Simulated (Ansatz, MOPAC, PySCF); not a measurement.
System: bromo(trimethyl)silane, C₃H₉BrSi (charge 0, singlet). SMILES: [Si](C)(Br)(C)C
Structure (B3LYP-D3(BJ)/def2-TZVP (Ansatz, a quantum-chemistry and plane-wave program) minimum search):
```
Si
C 1 1.8667
H 2 1.0910 1 111.02
H 2 1.0910 3 108.11 1 122.01
H 2 1.0935 3 108.20 4 116.96
C 1 1.8667 2 111.58 3 -57.06
H 6 1.0910 1 111.02 2 57.06
H 6 1.0910 7 108.11 1 -122.01
H 6 1.0935 7 108.20 8 -116.96
C 1 1.8667 2 111.58 3 177.36
H 10 1.0910 1 111.02 2 -177.36
H 10 1.0910 11 108.11 1 -122.01
H 10 1.0935 11 108.20 12 -116.96
Br 1 2.2651 2 107.27 3 60.15
```
Charge 0, spin multiplicity 1.

Property: size of the dipole moment, in D. Set-up: spin-orbit terms left out; dispersion terms only where a functional's name holds one; non-relativistic; LANL2DZ with its own core potentials from Na on; 6-31G* and kin with 6d, 5d where marked. Ab initio and DFT rows: single points at B3LYP-D3(BJ) geometries (Ansatz). Semi-empirical rows: dipoles at the shared geometry.

| level | program | size of the dipole moment (D) |
|---|---|---|
| AM1 | MOPAC | 2.77 |
| PM3 | MOPAC | 3.93 |
| SVWN5/6-31G* with LANL2DZ past Ar | Ansatz | 3.02 |
| PBE/STO-3G | Ansatz | 2.44 |
| PBE/LANL2DZ | Ansatz | 2.91 |
| BLYP/6-31G* | Ansatz | 2.74 |
| BP86/def2-SVP | PySCF | 2.42 |
| B3LYP/STO-3G | Ansatz | 2.47 |
| B3LYP/6-31G* | Ansatz | 2.80 |
| B3LYP/6-31G* with LANL2DZ past Ar | Ansatz | 3.06 |

No value to compare with is used here. The 10 habitual levels span 2.42 (BP86/def2-SVP) to 3.93 D (PM3).

The levels are drawn from those run, B3LYP/6-31G* more often than the rest, none by its result; left out are runs that failed, that the program found above a lower state of the same kind, or whose <S^2> lies over 0.5 above the pure value.
